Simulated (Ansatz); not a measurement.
Geometry optimisation, Ansatz 0.2.0, RKS PBE/def2-SVP.

Input:

```yaml
crystal:
  periodic: [false, false, false]
  atoms:
    - { symbol: W, position_ang: [0.0, 0.0, 0.0] }
    - { symbol: O, position_ang: [0.9539, 0.0, 1.9156] }
    - { symbol: H, position_ang: [0.0444, -0.2814, 2.2528] }
    - { symbol: H, position_ang: [1.7505, 0.0, 0.7888] }
    - { symbol: F, position_ang: [0.0, 1.85, 0.0] }
    - { symbol: F, position_ang: [-1.85, 0.0, 0.0] }
    - { symbol: Cl, position_ang: [0.0, -2.39, 0.0] }
    - { symbol: F, position_ang: [0.0, 0.0, -1.85] }
basis:
  gaussian: { orbitals: def2-SVP }
hamiltonian:
  xc: pbe
relax:
  f_tol: 0.15
  max_steps: 25
  restrain:
    - { distance: [1, 3], at: 1.01, k: 30.0 }
    - { distance: [0, 1], at: 3.14, k: 30.0 }
    - { distance: [0, 3], at: 2.92, k: 30.0 }
```

Run as:

```bash
$ ansatz run input.yaml --threads 2 --pin off --max-ram 3072MiB --backend cpu --events-out ev --progress --plain --runs-dir out
```

Question: Where does it end, and by what steps?

Answer: The forces met the threshold. The restraints hold the end off the free minimum; the threshold counts their pulls, which the force column leaves out. Restrained pairs: O2–H4 (1.38 → 0.99 Å), W1–O2 (2.14 → 3.14 Å), W1–H4 (1.92 → 2.92 Å). After 14 steps the energy has fallen by 2.701 eV (the restraints' own energy left out); H3 moved furthest, 0.83 Å.

```tsv
step	energy less start (eV)	largest force component (eV/Å)	accepted
0	0.0000	4.191	yes
1	1.6118	5.776	yes
2	2.2363	8.011	yes
3	0.1169	6.055	yes
4	-1.1426	4.920	yes
5	-2.1471	1.656	yes
6	-2.3116	1.898	yes
7	-2.4905	1.237	yes
8	-2.5950	0.777	yes
9	-2.6570	0.753	yes
10	-2.6712	0.583	yes
11	-2.6668	0.586	no
12	-2.6951	0.581	yes
13	-2.6970	0.543	yes
14	-2.7009	0.541	yes
```

```xyz
8
Properties=species:S:1:pos:R:3
W -0.423 -0.004 -0.641
O 0.828 0.211 2.226
H 0.678 -0.664 2.634
H 1.520 0.016 1.544
F 0.018 1.792 -0.498
F -1.753 0.083 0.645
Cl -0.069 -2.230 -0.387
F 0.099 -0.026 -2.415
```

Time of the run: 39 s on 2 threads of Intel(R) Xeon(R) 6975P-C (Granite Rapids) (shared host), peak memory 0.25 GiB.
